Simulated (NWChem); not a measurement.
CH₅F₂NSi; SMILES C[Si](N)(F)F

```xyz
10

C      0.2510     1.7732    -0.3717
Si    -0.0048    -0.0260     0.0063
N      1.4528    -0.7965     0.4786
F     -0.5754    -0.8454    -1.2861
F     -1.2115    -0.1570     1.1094
H      0.6410     2.3134     0.5150
H      0.9713     1.9050    -1.2027
H     -0.7078     2.2490    -0.6580
H      2.0842    -0.3330     1.1347
H      1.4839    -1.8122     0.5937
```
Atoms are numbered in this order, from 1.

All runs: NWChem. The geometry was optimised at PBE-D3(BJ)/def2-SVP. LC-ωPBE (HJS hole) with def2-SVP; x = 1 − exp(−ω/0.25 bohr⁻¹) is a scale chosen for this fit.

| row | x | −ε(HOMO) (eV) |
|---|---|---|
| ω = 0.05 | 0.181 | 7.06 |
| ω = 0.10 | 0.330 | 7.80 |
| ω = 0.35 | 0.753 | withheld |
| ω = 0.50 | 0.865 | 11.49 |
| ω = 0.80 | 0.959 | 12.43 |

Problem. Fit a straight line of the last column on the one before it, predict the withheld value, and compare with the run.

Solution. 
1. Means of the 4 shown rows: x = 0.5837, y = 9.695. Slope Σ(x − x̄)(y − ȳ)/Σ(x − x̄)² = 3.073/0.4465 = 6.883; intercept 5.677.
2. The shown rows scatter about the line by 0.145 (root mean square); the largest residual is +0.15, at ω = 0.80.
3. At x = 0.753 (ω = 0.35; inside the shown range) the line gives 10.86.
4. The run gives 10.55, -0.31 from the line, 2.1 times the scatter.
